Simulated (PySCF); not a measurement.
Stepwise substitution at one centre (Sn F-H). All species are isolated molecules in the gas phase. Strings in code marks are SMILES. In the def2 sets, heavy atoms carry core potentials. All members: neutral, multiplicity 1. Level: B3LYP-D3(BJ)/def2-TZVP // PBE0-D3(BJ)/def2-TZVP (PySCF), beside PBE-D3(BJ)/def2-TZVP // PBE0-D3(BJ)/def2-TZVP (PySCF) at the same geometries. B3LYP has the VWN-RPA correlation part, as in Gaussian. 

| species | HOMO–LUMO gap, PBE (eV) | HOMO–LUMO gap, B3LYP-D3(BJ) (eV) |
|---|---|---|
| `[F][Sn]([F])([F])[F]` | 5.64 | 8.09 |
| `[F][SnH]([F])[F]` | 6.13 | 8.26 |
| `[F][SnH3]` | 6.28 | withheld |
| `[F][SnH2][F]` | 6.35 | 8.32 |
| `[SnH4]` | 7.65 | 9.29 |

Q: Fit y = a + b·x, y being the HOMO–LUMO gap at the first level, to the 4 complete rows by least squares, with x = the PBE value in eV. Give a, b and the rms residual, and predict the withheld value.

A: Means of the 4 rows: x̄ = 6.4425, ȳ = 8.49 eV. Σ(x − x̄)² = 2.2083 and Σ(x − x̄)(y − ȳ) = 1.3746, so b = 0.622 and a = ȳ − b·x̄ = 4.483 eV. The rms residual is 0.081 eV. At x = 6.28 the line gives 8.39 eV. The run for `[F][SnH3]` gave 8.08 eV, so the line is off by 0.31 eV, more than twice the rms residual.

Codes: PySCF.
